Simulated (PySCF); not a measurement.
B₃H₃O₃, SMILES O1BOBOB1 (connectivity only; charge and spin as stated), charge +1, multiplicity 2. Atoms are numbered in the order given.

```xyz
9

B      0.0000     0.0000     1.5167
O      0.0000     1.0950     0.6597
B      0.0000     1.1716    -0.7040
O      0.0000     0.0000    -1.4142
B      0.0000    -1.1716    -0.7040
O      0.0000    -1.0950     0.6597
H      0.0000     0.0000     2.7002
H      0.0000     2.2615    -1.2429
H      0.0000    -2.2615    -1.2429
```
Charge +1, spin multiplicity 2.

Coordinates come from a B3LYP-D3(BJ)/def2-SVP optimisation. The spin state was assumed, not searched.

Computed with B3LYP/pcH-1 (PySCF).

Unrestricted Kohn–Sham, ⟨S²⟩ = 0.755. Hyperfine tensors hold the contact and dipolar terms, without spin-orbit corrections.

Computed hyperfine couplings:
| nucleus | A(iso) (MHz) | A(iso) (G) | dipolar principal values (MHz) |
|---|---|---|---|
| 11B no. 1 | -34.0 | -12.1 | -9.3, -1.7, 11.0 |
| 17O no. 2 | -48.7 | -17.4 | -120.1, 58.3, 61.8 |
| 11B no. 3 | 17.0 | 6.1 | -7.8, 1.1, 6.8 |
| 17O no. 4 | 5.5 | 2.0 | -27.4, 13.3, 14.2 |
| 11B no. 5 | 17.0 | 6.1 | -7.8, 1.1, 6.8 |
| 17O no. 6 | -48.7 | -17.4 | -120.1, 58.3, 61.8 |
| 1H no. 7 | -3.7 | -1.3 | -4.6, -0.9, 5.5 |
| 1H no. 8 | 252.8 | 90.2 | -6.3, -5.9, 12.2 |
| 1H no. 9 | 252.8 | 90.2 | -6.3, -5.9, 12.2 |
